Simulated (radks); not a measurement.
Problem. Zr IV, 37 electrons, occupied as [Kr] 4d1 (the NIST ground configuration). Method: Dirac Kohn-Sham, HCTH/407, spin-unpolarised, spherical densities, finite nucleus; open shells are shared between the two j in proportion to 2j + 1; Fermi nuclear charge, rms radius 4.2694 fm; computed with a radial shooting solver on a logarithmic mesh with Libxc functionals. Some entries of the table are withheld. Estimate them.

orbital  occ.  eigenvalue (eV)  <r^2> (bohr^2)
1s1/2       2        -17838.50        0.001855
2s1/2       2        -2500.006         0.03111
2p1/2       2        -2292.695         0.02358
2p3/2       4        -2206.824         0.02497
3s1/2       2        -434.3509          0.2404
3p1/2       2              (1)          0.2405
3p3/2       4              (2)          0.2514
3d3/2       4        -206.3217             (3)
3d5/2       6        -203.8009             (4)
4s1/2       2         -82.1631           1.626
4p1/2       2              (5)           1.976
4p3/2       4              (6)           2.059
4d3/2     0.4         -28.6678           3.868
4d5/2     0.6         -28.4765           3.917

Solution. 
(1) 3p1/2 eigenvalue (eV): -356.8846
(2) 3p3/2 eigenvalue (eV): -343.1611
(3) 3d3/2 <r^2> (bohr^2): 0.2434
(4) 3d5/2 <r^2> (bohr^2): 0.2471
(5) 4p1/2 eigenvalue (eV): -61.0190
(6) 4p3/2 eigenvalue (eV): -59.1618
